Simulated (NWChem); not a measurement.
Correlation energy of disiloxane (H6OSi2)

```
O
Si 1 1.6548
Si 1 1.6548 2 149.92
H 2 1.4903 1 108.75 3 -153.56
H 3 1.4904 1 108.78 2 151.79
H 3 1.4935 5 109.29 1 -120.28
H 2 1.4936 4 109.30 1 120.31
H 2 1.4954 4 109.42 7 119.14
H 3 1.4954 5 109.40 6 -119.14
```
Charge 0, spin multiplicity 1.

All runs are NWChem calculations. Structure: optimised with PBE0/def2-SVP, a minimum by its harmonic frequencies.

Basis set: 6-31G*. Each correlation energy counts from its own Hartree-Fock reference.

The correlated methods keep 11 core orbitals frozen. The Pople sets run with spherical d functions. Coupled-cluster values serve here as a point of comparison, not as the truth.

Order these methods by the correlation energy they give, lowest first: MP2, SCS-MP2, CR-CCSD[T], CCSD, CCSD+T(CCSD).

CCSD+T(CCSD) (-377.8 mHa), CR-CCSD[T] (-376.2 mHa), CCSD (-369.7 mHa), SCS-MP2 (-334.9 mHa), MP2 (-331.6 mHa)
